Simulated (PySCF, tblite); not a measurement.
Compound: 1,4-cyclohexanedione, C6H8O2.
Numbering: `[O:1]=[C:2]1[CH2:3][CH2:4][C:5](=[O:6])[CH2:7][CH2:8]1` (hydrogens: H9, H10 on C3; H11, H12 on C4; H13, H14 on C7; H15, H16 on C8)

Computed with GFN2-xTB (tblite), gas phase: Langevin dynamics at 600 K from the optimised GFN2-xTB geometry, time step 0.5 fs, friction 0.01 fs⁻¹, 2000 steps. Over the second half of the run the saved frames average 585 K.

Frame at 250 fs, instantaneous temperature 398 K:
```
atom  x, y, z in Å
O1     -0.832    2.489   -0.235
C2     -0.716    1.284   -0.089
C3      0.437    0.624    0.776
C4      0.732   -0.752    0.404
C5     -0.465   -1.718    0.530
O6     -0.364   -2.797    0.984
C7     -1.796   -1.023    0.099
C8     -1.609    0.244   -0.783
H9      1.398    1.249    0.715
H10     0.174    0.646    1.784
H11     1.281   -0.783   -0.592
H12     1.512   -1.264    1.122
H13    -2.345   -1.697   -0.427
H14    -2.273   -0.937    1.101
H15    -2.550    0.640   -1.170
H16    -1.075   -0.139   -1.684
```

Frame at 425 fs, instantaneous temperature 389 K:
```
atom  x, y, z in Å
O1     -1.454    2.330    0.282
C2     -1.389    1.172    0.499
C3     -0.479    0.499    1.530
C4      0.013   -0.867    1.129
C5     -1.144   -1.923    0.964
O6     -0.959   -3.096    0.956
C7     -2.400   -1.242    0.460
C8     -2.157    0.080   -0.235
H9      0.525    1.019    1.869
H10    -1.293    0.338    2.242
H11     0.501   -0.927    0.239
H12     0.766   -1.074    1.821
H13    -3.047   -1.802   -0.325
H14    -3.180   -1.078    1.270
H15    -3.167    0.447   -0.655
H16    -1.495   -0.035   -1.165
```

Frame at 625 fs, instantaneous temperature 615 K:
```
atom  x, y, z in Å
O1     -1.333    2.082    0.423
C2     -1.421    0.947    0.766
C3     -0.615    0.393    1.918
C4      0.237   -0.759    1.148
C5     -0.660   -1.653    0.338
O6     -0.176   -2.655   -0.122
C7     -2.178   -1.362    0.413
C8     -2.512    0.152    0.144
H9      0.151    1.024    2.372
H10    -1.140   -0.115    2.670
H11     0.999   -0.318    0.466
H12     0.689   -1.429    1.832
H13    -2.791   -1.912   -0.337
H14    -2.293   -1.657    1.420
H15    -3.429    0.268    0.725
H16    -2.687    0.330   -0.888
```

Frame at 800 fs, instantaneous temperature 543 K:
```
atom  x, y, z in Å
O1     -1.014    2.288    1.259
C2     -1.023    1.087    1.392
C3      0.142    0.490    2.157
C4      0.504   -0.728    1.368
C5     -0.606   -1.760    1.124
O6     -0.472   -2.860    0.618
C7     -1.926   -1.152    1.293
C8     -2.052    0.240    0.815
H9      0.974    1.187    2.205
H10    -0.256    0.251    3.142
H11     0.728   -0.451    0.388
H12     1.358   -1.218    1.724
H13    -2.715   -1.732    0.685
H14    -2.008   -1.373    2.345
H15    -2.985    0.538    1.292
H16    -2.326    0.328   -0.284
```

Frame at 1000 fs, instantaneous temperature 514 K:
```
atom  x, y, z in Å
O1      0.275    2.692    1.896
C2     -0.134    1.556    1.808
C3      0.829    0.331    1.789
C4      0.347   -0.403    0.526
C5     -1.158   -0.993    0.818
O6     -1.562   -2.032    0.283
C7     -1.863   -0.241    1.819
C8     -1.529    1.192    1.435
H9      1.876    0.787    1.575
H10     0.876   -0.366    2.607
H11     0.219    0.249   -0.345
H12     0.914   -1.338    0.411
H13    -2.959   -0.336    1.751
H14    -1.653   -0.537    2.815
H15    -2.127    1.865    1.970
H16    -1.623    1.389    0.410
```

**Question.** What do single points at PBE0/pcSseg-1 (PySCF, gas phase) give on these frames?

**Answer.** 
```tsv
t (fs)	GFN2-xTB E above start (eV)	DFT E above lowest frame (eV)	HOMO (eV)	LUMO (eV)	dipole (D)
250	0.83	0.00	-7.38	-0.91	0.88
425	1.25	0.53	-7.18	-0.90	0.39
625	0.94	0.25	-7.24	-1.07	2.53
800	1.02	0.28	-7.23	-0.88	1.39
1000	1.02	0.30	-7.36	-1.01	1.18
```

Both levels order the frames alike by energy; measured from each level's lowest frame they differ by 0.14 eV at most. The HOMO–LUMO gap runs from 6.17 to 6.47 eV. These are instantaneous structures, not minima.

**Question.** And the isotropic GIAO shieldings (ppm) from the same runs?

**Answer.** 
| atom | 250 fs | 425 fs | 625 fs | 800 fs | 1000 fs | mean | range |
| --- | --- | --- | --- | --- | --- | --- | --- |
| O1 | -376.3 | -272.4 | -380.0 | -391.9 | -358.0 | -355.7 | 119.5 |
| C2 | -30.2 | -15.5 | -20.1 | -29.6 | -32.1 | -25.5 | 16.6 |
| C3 | 143.1 | 138.3 | 151.1 | 145.3 | 136.4 | 142.8 | 14.7 |
| C4 | 136.2 | 147.1 | 142.9 | 152.7 | 131.6 | 142.1 | 21.1 |
| C5 | -18.6 | -19.9 | -29.9 | -33.6 | -43.0 | -29.0 | 24.4 |
| O6 | -296.8 | -348.3 | -354.4 | -337.8 | -394.9 | -346.4 | 98.1 |
| C7 | 147.4 | 144.0 | 139.4 | 140.2 | 156.9 | 145.6 | 17.5 |
| C8 | 144.8 | 137.8 | 151.7 | 155.9 | 154.0 | 148.8 | 18.1 |
| H9 | 27.8 | 26.7 | 29.1 | 28.9 | 27.4 | 28.0 | 2.4 |
| H10 | 30.0 | 28.9 | 29.6 | 29.0 | 28.5 | 29.2 | 1.5 |
| H11 | 27.4 | 31.1 | 28.7 | 30.9 | 28.9 | 29.4 | 3.7 |
| H12 | 27.4 | 30.3 | 29.5 | 30.3 | 28.5 | 29.2 | 2.9 |
| H13 | 31.1 | 27.2 | 28.4 | 27.7 | 29.0 | 28.7 | 3.9 |
| H14 | 29.0 | 27.7 | 30.0 | 29.6 | 29.6 | 29.2 | 2.3 |
| H15 | 28.9 | 27.7 | 28.7 | 28.6 | 30.4 | 28.9 | 2.7 |
| H16 | 28.3 | 28.0 | 29.7 | 27.7 | 30.4 | 28.8 | 2.7 |

What follows is the cost of the whole dynamics run. The run took 11 s wall on one thread, Arm Neoverse V1 (aarch64), no GPU, shared host with 32 logical CPUs at a one-minute load of 13, and the process peaked at 0.18 GiB of memory.
